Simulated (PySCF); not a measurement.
C3H8O2Si, SMILES [C@@H]1(O)C[SiH2]OC1. Geometry: PBE0-D3(BJ)/def2-SVP. The structure was generated by enumeration; whether it is a known compound was not checked. Other conformers were not sampled.

Computed with PBE0-D3(BJ)/def2-SVP run with PySCF.

Harmonic wavenumbers (cm⁻¹): 128, 173, 327, 368, 401, 484, 551, 665, 683, 755, 792, 818, 873, 897, 952, 996, 998, 1045, 1125, 1177, 1189, 1231, 1269, 1343, 1375, 1406, 1430, 1482, 2239, 2245, 3012, 3041, 3080, 3122, 3144, 3885. Rotational constants (GHz): 4.386, 2.816, 2.286; symmetry number 1.

Q: Work out the zero-point energy and the ideal-gas rigid-rotor harmonic-oscillator thermochemistry at 298.15 K and 1 atm.

A: ZPE = ½ Σ hcν = ½ × 48700 cm⁻¹ = 69.62 kcal/mol. H − E(el) = 74.27 kcal/mol. Entropy in cal/(mol K): translation 39.84, rotation 26.83, vibration 12.24, total 78.92. G − E(el) = 50.74 kcal/mol. Cp = 26.71 cal/(mol K). Modes under 150 cm⁻¹ make the vibrational entropy uncertain.
